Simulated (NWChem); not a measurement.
System: C$_{3}$H$_{8}$BN; SMILES NB(C=C)C

NWChem input:

```
start job
memory heap 200 mb stack 900 mb global 1100 mb
geometry units angstroms noautoz
  B     -0.039216    -0.478890     0.068042
  C      0.868150    -1.766091    -0.123559
  H      1.561029    -1.637617    -0.982816
  H      0.304032    -2.709084    -0.275810
  H      1.521079    -1.902397     0.766497
  C      0.619823     0.942458     0.255421
  C      0.087946     2.105470    -0.178655
  H      1.621232     0.997260     0.725556
  H      0.596742     3.078323    -0.062834
  H     -0.888080     2.136157    -0.697175
  N     -1.442855    -0.584934     0.074653
  H     -1.938770    -1.463423    -0.077245
  H     -2.059031     0.210527     0.247043
end
basis spherical
  * library 6-31g*
end
dft
  xc xctpssh
  iterations 150
  mulliken
end
task dft energy
```

All runs use the structure optimised with PBE-D3(BJ)/def2-SVP. No frequency run checked for a minimum.

What results follow from this input? (TPSSh/6-31G* (spherical d).) Quantities: energy (Ha); highest occupied level (eV); orbital gap (eV); dipole (D).


```yaml
energy (Ha): -198.78
highest occupied level (eV): -6.33
orbital gap (eV): 5.85
dipole (D): 1.46
```
